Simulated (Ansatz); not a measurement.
Geometry optimisation, DFT PBE, scalar-relativistic, plane waves, PAW (Ansatz).

Input:

```yaml
crystal:
  lattice:
    - [10.04, 0.0, 0.0]
    - [0.0, 10.04, 0.0]
    - [0.0, 0.0, 10.04]
  atoms:
    - { symbol: Ba, position: [0.0, 0.0, 0.0] }
    - { symbol: Ba, position: [0.5, 0.0, 0.0] }
    - { symbol: Ba, position: [0.0, 0.5, 0.0] }
    - { symbol: Ba, position: [0.0, 0.0, 0.5] }
    - { symbol: Ba, position: [0.25, 0.25, 0.25] }
    - { symbol: Ba, position: [0.5, 0.5, 0.0] }
    - { symbol: Ba, position: [0.5, 0.0, 0.5] }
    - { symbol: Ba, position: [0.75, 0.25, 0.25] }
    - { symbol: Ba, position: [0.0, 0.5, 0.5] }
    - { symbol: Ba, position: [0.25, 0.75, 0.25] }
    - { symbol: Ba, position: [0.25, 0.25, 0.75] }
    - { symbol: Ba, position: [0.5, 0.5, 0.5] }
    - { symbol: Ba, position: [0.75, 0.75, 0.25] }
    - { symbol: Ba, position: [0.75, 0.25, 0.75] }
    - { symbol: Ba, position: [0.25, 0.75, 0.75] }
    - { symbol: Ba, position: [0.75, 0.75, 0.75] }
    - { symbol: O, position: [0.0097129, 0.3730589, 0.2471938] }
basis:
  ecutwfc: 420.0
kpoints:
  mp_grid: { grid: [1, 1, 1] }
hamiltonian:
  xc: pbe
scf:
  occupations: { method: fermi_dirac, width: 0.15 }
  lower_state_search: "off"
relax:
  f_tol: 0.08
  max_steps: 25
  adjacent_minimum: "off"
output:
  write_density: true
  write_potential: true
  elf: true
  volumetric_format: npy
```

Command:

```bash
$ ansatz run input.yaml --threads 2 --pin off --max-ram 5120MiB --backend cpu --events-out ev --progress --plain --runs-dir out
```

**Question.** Where does it end, and by what steps?

**Answer.** The run converged. The threshold is loose, so the end isn't yet a minimum. The force dipped under the threshold on the way, but the program's further checks kept it going. Limits of this set-up: coarse k mesh, a small cell, in which the defect meets its images. After 4 steps the energy has fallen by 0.792 eV; Ba8 moved furthest, 0.30 Å.

```json
{"step": "0", "energy less start (eV)": "0.0000", "largest force component (eV/Å)": "1.137", "accepted": "yes"}
{"step": "1", "energy less start (eV)": "-0.6655", "largest force component (eV/Å)": "0.489", "accepted": "yes"}
{"step": "2", "energy less start (eV)": "-0.7567", "largest force component (eV/Å)": "0.360", "accepted": "yes"}
{"step": "3", "energy less start (eV)": "-0.7925", "largest force component (eV/Å)": "0.064", "accepted": "yes"}
{"step": "4", "energy less start (eV)": "-0.7925", "largest force component (eV/Å)": "0.064", "accepted": "yes"}
```

```xyz
17
Lattice="10.0400 0.0000 0.0000 0.0000 10.0400 0.0000 0.0000 0.0000 10.0400" Properties=species:S:1:pos:R:3
Ba 0.004 -0.148 -0.105
Ba 5.028 0.024 -0.063
Ba 0.002 5.007 0.295
Ba 0.003 -0.150 5.121
Ba 2.217 2.523 2.510
Ba 5.029 5.027 0.017
Ba 5.028 0.023 5.080
Ba 7.832 2.519 2.510
Ba 0.002 5.008 4.722
Ba 2.618 7.675 2.509
Ba 2.498 2.500 7.527
Ba 5.029 5.028 5.000
Ba 7.434 7.679 2.509
Ba 7.554 2.499 7.527
Ba 2.578 7.504 7.527
Ba 7.475 7.504 7.528
O 0.005 3.765 2.509
```

The run took 15 s on 2 threads of Intel(R) Xeon(R) Platinum 8488C (Sapphire Rapids) (shared host), peak memory 0.86 GiB.
